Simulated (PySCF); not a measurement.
Molecular orbitals of SnSe⁺

PBE at R = 2.515 Å; PySCF, scalar-relativistic core potentials, basis sets Sn def2-SVP with ECP28, Se def2-SVP. State: ²Π (doublet), unpaired electrons π ↑. Only the outer orbitals are listed, counted within each symmetry, core potentials removing the inner ones.

| spin | orbital | occ. | ε (eV) | on Sn (%) | main shells (%) |
| --- | --- | --- | --- | --- | --- |
| α | 10σ | 1 | -23.01 | 10 | 89 Se s |
| α | 11σ | 1 | -17.34 | 80 | 80 Sn s, 11 Se p, 8 Se s |
| α | 6π | 1 | -13.08 | 11 | 89 Se p, 10 Sn p |
| α | 12σ | 1 | -12.61 | 42 | 57 Se p, 29 Sn p, 12 Sn s |
| α | 6π | 1 | -12.17 | 16 | 83 Se p, 15 Sn p |
| α | 7π | 0 | -9.54 | 89 | 89 Sn p, 10 Se p |
| α | 7π | 0 | -9.21 | 84 | 84 Sn p, 15 Se p |
| α | 13σ | 0 | -6.59 | 78 | 74 Sn p, 24 Se p |
| β | 10σ | 1 | -22.26 | 12 | 86 Se s, 8 Sn s |
| β | 11σ | 1 | -17.19 | 80 | 80 Sn s, 10 Se s, 10 Se p |
| β | 12σ | 1 | -12.38 | 43 | 56 Se p, 32 Sn p, 10 Sn s |
| β | 6π | 1 | -11.84 | 21 | 78 Se p, 20 Sn p |
| β | 6π | 0 | -11.69 | 24 | 76 Se p, 23 Sn p |
| β | 7π | 0 | -9.17 | 80 | 79 Sn p, 20 Se p |
| β | 7π | 0 | -9.16 | 77 | 77 Sn p, 23 Se p |

Question: Which are the highest filled and the lowest empty level, where do they sit, and how wide is the gap?

Answer: Highest filled β 6π at -11.84 eV (in %: 78 Se p, 20 Sn p); lowest empty β 6π at -11.69 eV (in %: 76 Se p, 23 Sn p); the gap at PBE is 0.15 eV. Both belong to one degenerate shell, split only by its one-sided filling, so this is no excitation gap.

The bond order (Mayer) is 1.66 and the ⟨S²⟩ is 0.756. The charge on Sn (Mulliken, basis-dependent) is 0.86 and the charge on Sn (Löwdin, basis-dependent) is 0.73. The dipole moment (positive dipole points towards Se; it is taken about the centre of mass and depends on that origin) is -2.55 D. The polarisability along the bond is 83.7 bohr³ and the polarisability across the bond is 33.3 bohr³.

Spin–orbit coupling is left out. The state was picked by a PBE0 search and need not be the measured ground state.
